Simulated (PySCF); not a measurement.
**Diatomics of Al with the fifth-period p block**

PBE with double-zeta basis sets in PySCF, for the lowest determinant that a PBE0 search found; no spin–orbit coupling. De refers to high-spin ground-configuration atoms. A positive dipole means M(−)Al(+).

| M | basis | state (unpaired electrons) | Re (Å) | ωe (cm⁻¹) | De (eV) | μ (D) |
| --- | --- | --- | --- | --- | --- | --- |
| In | def2-SVP | triplet (σ ↑, π ↑) | 2.924 | 186 | 1.49 | -0.62 |
| Sn | x2c-SVPall | quartet (σ ↑, π ↑↑) | 2.671 | 261 | 2.41 | 0.49 |
| Sb | def2-SVPD | triplet (π ↑↑) | 2.777 | 250 | 2.01 | 0.58 |
| Te | def2-SVP | doublet (σ ↑) | 2.393 | 391 | 3.36 | 2.47 |
| I | def2-SVP | singlet (closed shell) | 2.568 | 310 | 4.01 | 1.62 |

The shortest bond is that of AlTe (2.393 Å), the longest that of AlIn (2.924 Å). AlI is bound most strongly (4.01 eV) and AlIn least (1.49 eV).

The rows differ in basis set, which adds steps of its own.

The state changes along the series, so neighbouring rows are not always alike in their bonding.

These are scalar-relativistic numbers at best; spin–orbit coupling would shift them, the dissociation energy most. States were picked by a PBE0 search and need not be the measured ground states.
